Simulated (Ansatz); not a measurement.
The cluster Ge₂C. The state is a singlet with charge 0. Geometry r2SCAN-D4/def2-TZVP, basis def2-TZVP, Ansatz.

| atom | x (Å) | y (Å) | z (Å) |
| --- | --- | --- | --- |
| Ge1 | 0.8745 | 1.2948 | -0.3171 |
| Ge2 | -0.6355 | -1.4534 | -0.1609 |
| C3 | -0.2391 | 0.1585 | 0.4780 |

```tsv
run	HOMO (eV)	LUMO (eV)
A	-6.94	-2.51
B	-8.84	0.41
C	-5.73	-3.07
D	-8.95	-0.66
E	-6.16	-3.21
F	-5.87	-3.21
```

The structure comes from a short search, and lower isomers may exist.

Q: The runs used BLYP, HF, PBE, PBE0, r2SCAN, ωB97M-V. Estimate which is which.

A: A PBE0 (25 % exact exchange); B HF (100 % exact exchange); C BLYP (0 % exact exchange); D ωB97M-V (range-separated); E r2SCAN (0 % exact exchange); F PBE (0 % exact exchange). Exact exchange lowers occupied and raises empty levels; among semilocal functionals meta-GGAs tend to open the gap a little, and such runs are hard to tell apart. The gap grows from 2.66 eV (BLYP) to 9.26 eV (HF).
